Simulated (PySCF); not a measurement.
**Working with the constants of LiBe**

revPBE constants of LiBe, ²Σ⁺ (doublet), unpaired electrons σ ↑ (Li jorge-DZP-DKH, Be jorge-DZP-DKH; spin-free X2C with a Gaussian nucleus (PySCF 2.14); masses 7.0160 and 9.0122 u):

| Item | Value |
| --- | --- |
| ωe | 328.3 cm⁻¹ |
| ωexe | 5.5 cm⁻¹ |
| Be | 0.61978 cm⁻¹ |
| αe | 0.0134 cm⁻¹ |
| De to Li + Be | 0.51 eV |

**Question.** What force constant and bond length do these constants imply?

**Answer.** Reduced mass μred = 3.9449 u; k = 5.8918×10⁻⁷·μred·ωe² (u, cm⁻¹, mdyn/Å) = 0.251 mdyn/Å; Re = √(16.8576/(μred·Be)) (u, cm⁻¹, Å) = 2.626 Å.

**Question.** Estimate the centrifugal constant D from the Kratzer relation and find the Dunham coefficient a1.

**Answer.** D = 4Be³/ωe² = 8.84e-06 cm⁻¹; a1 = −1 − αeωe/(6Be²) = -2.91.

The state is the lowest determinant that a PBE0 search found; another state may lie lower at other levels.
